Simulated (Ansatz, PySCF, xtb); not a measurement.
Gas-phase reaction in SMILES: O[SiH3] + [H][H] (H2) -> O (H2O) + [SiH4] (SiH4)
Geometries: B3LYP-D3(BJ)/def2-TZVP minima from Ansatz (a first-principles code).

Wanted: energy of full hydrogenation (enthalpy at 298 K, with B3LYP-D3(BJ) rigid-rotor harmonic-oscillator terms from PySCF), in kcal/mol. Correlated levels leave the core frozen unless marked. No spin-orbit coupling. No relativistic terms. CBS marks a two-point X^-3 extrapolation of the correlation energy; Hartree-Fock from the larger set.

```
level                         program  energy of full hydrogenation (kcal/mol)
---------------------  --------------  ---------------------------------------
GFN1-xTB                          xtb                                     36.3
HF/def2-SVP                    Ansatz                                     12.6
HF/def2-TZVPP                  Ansatz                                     16.5
PBE-D3(BJ)/def2-TZVPD  Ansatz + dftd3                                     14.9
PBE0/def2-TZVP                 Ansatz                                     16.2
BHLYP-D4/def2-TZVPD    Ansatz + dftd4                                     17.4
r2SCANh-D4/def2-TZVPD  Ansatz + dftd4                                     17.6
```

Q: Predict the CCSD(T)/CBS(def2-TZVPPD,def2-QZVPPD) result (Ansatz).

A: 17.1 kcal/mol, so r2SCANh-D4/def2-TZVPD differs from it by 0.5 kcal/mol.
